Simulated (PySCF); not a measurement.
## Energy of K²⁺ (potassium, charge +2) between two integer charges

The 3p beta orbital of [Ne] 3s2 3p5 is emptied in steps (occupation f), with all orbitals relaxed, ending at [Ne] 3s2 3p4. Computed with PySCF 2.14 in def2-TZVP (6s4p3d, 33 functions), with no relativity, point nucleus. The exact energy is a straight line in f; departures are measured from the line between the end points of the same method.

```json
{"f": "1", "UHF (eV)": "0.000", "LDA (eV)": "0.000", "PBE (eV)": "0.000", "PBE0 (eV)": "0.000", "r2SCAN (eV)": "0.000", "LC-wPBE (eV)": "0.000", "BHandHLYP (eV)": "0.000", "wB97X (eV)": "0.000", "M06-2X (eV)": "0.000", "CAM-B3LYP (eV)": "0.000"}
{"f": "0.75", "UHF (eV)": "0.203", "LDA (eV)": "-1.396", "PBE (eV)": "-1.354", "PBE0 (eV)": "-0.970", "r2SCAN (eV)": "-1.263", "LC-wPBE (eV)": "-0.418", "BHandHLYP (eV)": "-0.600", "wB97X (eV)": "-0.483", "M06-2X (eV)": "-0.634", "CAM-B3LYP (eV)": "-0.704"}
{"f": "0.5", "UHF (eV)": "0.264", "LDA (eV)": "-1.862", "PBE (eV)": "-1.798", "PBE0 (eV)": "-1.287", "r2SCAN (eV)": "-1.662", "LC-wPBE (eV)": "-0.549", "BHandHLYP (eV)": "-0.802", "wB97X (eV)": "-0.637", "M06-2X (eV)": "-0.843", "CAM-B3LYP (eV)": "-0.939"}
{"f": "0.25", "UHF (eV)": "0.193", "LDA (eV)": "-1.396", "PBE (eV)": "-1.340", "PBE0 (eV)": "-0.958", "r2SCAN (eV)": "-1.219", "LC-wPBE (eV)": "-0.402", "BHandHLYP (eV)": "-0.605", "wB97X (eV)": "-0.474", "M06-2X (eV)": "-0.612", "CAM-B3LYP (eV)": "-0.704"}
{"f": "0", "UHF (eV)": "0.000", "LDA (eV)": "0.000", "PBE (eV)": "0.000", "PBE0 (eV)": "0.000", "r2SCAN (eV)": "0.000", "LC-wPBE (eV)": "0.000", "BHandHLYP (eV)": "0.000", "wB97X (eV)": "0.000", "M06-2X (eV)": "0.000", "CAM-B3LYP (eV)": "0.000"}
```

For r2SCAN, how does the orbital energy at f = 1 compare with the removal energy?

−ε = 39.012 eV against a total-energy difference of 45.805 eV. By Janak's theorem ε = ∂E/∂f, so the gap between them reflects the curvature. Along the path −ε is 42.489 (f = 0.75), 45.919 (f = 0.5), 49.200 (f = 0.25) eV.

```csv
method,E(f=0) − E(f=1) (eV),−ε at f=1 (eV),−ε at f=0.5 (eV)
UHF,44.445,45.554,44.420
LDA,45.952,38.521,45.952
PBE,45.735,38.504,45.770
PBE0,45.753,40.567,45.784
r2SCAN,45.805,39.012,45.919
LC-wPBE,45.909,43.657,45.950
BHandHLYP,45.686,42.496,45.673
wB97X,45.742,43.151,45.769
M06-2X,45.798,42.420,45.832
CAM-B3LYP,45.859,42.107,45.859
```

Reference removal energy between the ground levels: 45.803 eV (semi-empirical (NIST evaluation); NIST Atomic Spectra Database, ionization energies). The calculation has no spin-orbit coupling. UHF lacks correlation.
